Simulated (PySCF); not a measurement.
H5ClGeSSi, singlet, at a GFN2-xTB geometry. Base run: PBE0/6-31G run with PySCF.

PySCF was given this input:
```python
from pyscf import gto, scf, dft, solvent

mol = gto.M(
    atom='''
Si    1.835360    0.319183   -0.150067
Cl    1.101424    0.503616    1.720090
S     0.235562   -0.211550   -1.483965
Ge   -1.489236   -0.297032   -0.098895
H     2.800904   -0.766910   -0.176245
H     2.354982    1.604970   -0.585158
H    -2.652093   -0.665366   -0.967298
H    -1.742074    1.034135    0.542839
H    -1.294401   -1.347059    0.953358
''',
    basis='6-31g',
    charge=0,
    spin=0,
    verbose=4,
)

mf = dft.RKS(mol)
mf.xc = 'pbe0'
mf.kernel()
```

Variants of this job, named by their change:

```csv
change,ΔE vs base (kcal/mol),dipole (D),HOMO-LUMO gap (eV)
base,0.000,0.65,6.63
model = C-PCM; solvent = 2-propanol,-3.51,0.97,6.84
model = IEF-PCM; solvent = n-hexane,-1.30,0.76,6.70
model = IEF-PCM; solvent = dimethylsulfoxide,-3.60,0.98,6.84
model = IEF-PCM; solvent = 2-propanol; lebedev_order = 11,-3.41,0.96,6.82
model = IEF-PCM; solvent = 2-propanol; r_probe = 0.5,-1.50,0.83,6.73
model = IEF-PCM; solvent = 2-propanol; vdw_scale = 1.1,-4.87,1.04,6.89
model = ddCOSMO; solvent = 2-propanol,-3.83,0.96,6.83
model = IEF-PCM; solvent = 2-propanol; vdw_scale = 1.0,-7.30,1.13,6.95
model = IEF-PCM; solvent = 2-propanol; vdw_scale = 1.4,-1.81,0.86,6.75
model = IEF-PCM; solvent = water,-3.65,0.99,6.84
model = IEF-PCM; solvent = 2-propanol; lebedev_order = 41,-3.42,0.97,6.83
```

The base is the gas phase, so ΔE is the electrostatic part of solvation at a fixed geometry, without cavity and dispersion terms.
